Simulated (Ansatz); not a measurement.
A run for Ansatz (an electronic-structure program): R-CCSD(T)/def2-TZVPP on ClH2Sb (SMILES [Cl][SbH2]), a point of a bond scan (R = 1.719 Å). Elements past Kr take the def2 small-core potentials; no spin–orbit coupling. The run froze 14 orbitals, filled d shells among them.

Ansatz 0.2 input:
```yaml
crystal:
  periodic: [false, false, false]
  atoms:
    - {symbol: Sb, position_ang: [-0.33564918, -0.34298871, 0.31866257]}
    - {symbol: H, position_ang: [-0.00046449, -1.70123875, -0.67943537]}
    - {symbol: H, position_ang: [-1.71924546, 0.02483330, -0.63200022]}
    - {symbol: Cl, position_ang: [1.10810693, 1.12757821, -0.87884443]}
basis:
  gaussian:
    orbitals: def2-TZVPP
    pivot_positions_ang: [[-0.33564918, -0.34298871, 0.31866257], [-0.00046449, -1.70123875, -0.67943537], [-1.71924546, 0.02483330, -0.63200022], [1.10810693, 1.12757821, -0.87884443]]
magnetization: {spin_polarized: false}
correlation: {method: ccsd_t, electrons: outside_noble_gas}
scf: {lower_state_search: off}
output: {orbitals: {seedname: ./end}}
```

Output:

```
WARN ansatz: RAYON_NUM_THREADS=1 ignored (pool sized by the plan → 1); use --threads N
Functional definition: HF
these checks for a lower state are left out or cut short: stability, starts, cluster_reference, orbital_swaps, neighbouring_geometries, increment
integrals: 0.18 GiB planned
964 factors; integrals over basis functions are off by at most 2.2e-4 eV
mean field: 0.33 GiB planned
mean field evaluation 1: about -19045.8598 eV, gradient 1.4e1 eV
mean field evaluation 2: about -19045.9978 eV, gradient 1.5e1 eV
mean field evaluation 4: about -19046.8102 eV, gradient 1.6e0 eV
mean field evaluation 8: about -19046.8291 eV, gradient 1.3e-1 eV
mean field evaluation 16: about -19046.8293 eV, gradient 1.0e-6 eV
mean field -19046.82929637 eV, -699.9580662370 hartree, gradient 1.0e-6 eV, S^2 0.000000; 0 other end points of the search recorded, 0 dependent functions left out
14 core orbitals not correlated
reference -19046.82929637 eV, -699.9580662370 hartree; 7, 7 occupied and 99, 99 virtual orbitals, 964 factors
second order -8.60646949 eV of doubles, -0.00000000 eV of singles
coupled cluster: 0.38 GiB planned
cycle   1  -9.29206347 eV  change   -6.9e-1 eV  update   6.9e-2
cycle   2  -9.57387097 eV  change   -2.8e-1 eV  update   2.4e-2
cycle   3  -9.60571295 eV  change   -3.2e-2 eV  update   9.6e-3
cycle   4  -9.60107243 eV  change    4.6e-3 eV  update   3.2e-3
cycle   5  -9.60081571 eV  change    2.6e-4 eV  update   1.1e-3
cycle   6  -9.60088106 eV  change   -6.5e-5 eV  update   3.7e-4
cycle   7  -9.60085443 eV  change    2.7e-5 eV  update   1.2e-4
cycle   8  -9.60088689 eV  change   -3.2e-5 eV  update   5.1e-5
cycle   9  -9.60088714 eV  change   -2.5e-7 eV  update   2.0e-5
cycle  10  -9.60087828 eV  change    8.9e-6 eV  update   8.0e-6
perturbative correction -0.37799252 eV, -0.0138909687 hartree
Total energy: -19056.80816716 eV, -700.3247829747 hartree
Checks for a lower state left out: stability, starts, cluster_reference, orbital_swaps, neighbouring_geometries, increment
```

The run converged.

Cost: about 9 core-seconds (a rough figure).
